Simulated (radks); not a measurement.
Values are calculated unless marked as measured or tabulated.
Question: The mean radii <r> (bohr) of the occupied orbitals of an atom or ion are listed with their occupations. Level of theory: scalar-relativistic Kohn-Sham, exchange-only LDA, spin-polarised, spherical densities, point nucleus (a radial shooting solver on a logarithmic mesh with Libxc functionals).

orbital  occ.      <r>
1s up       1  0.01769
1s down     1  0.01768
2s up       1  0.07214
2s down     1  0.07220
2p up       1  0.06404

Name the element and its charge. Open shells, if any, are filled with parallel spins first.

Answer: Z = 76, osmium, charge +71: Os71+ in [He] 2s2 2p1. The 1s radius gives Z: for a bare nucleus <r> = (2 gamma + 1)/(2Z) with gamma = sqrt(1 - (Z/c)^2), 0.01753 bohr for Z = 76, and screening makes it slightly larger (0.01769 here). The occupations add up to 5, and the charge is Z minus that.
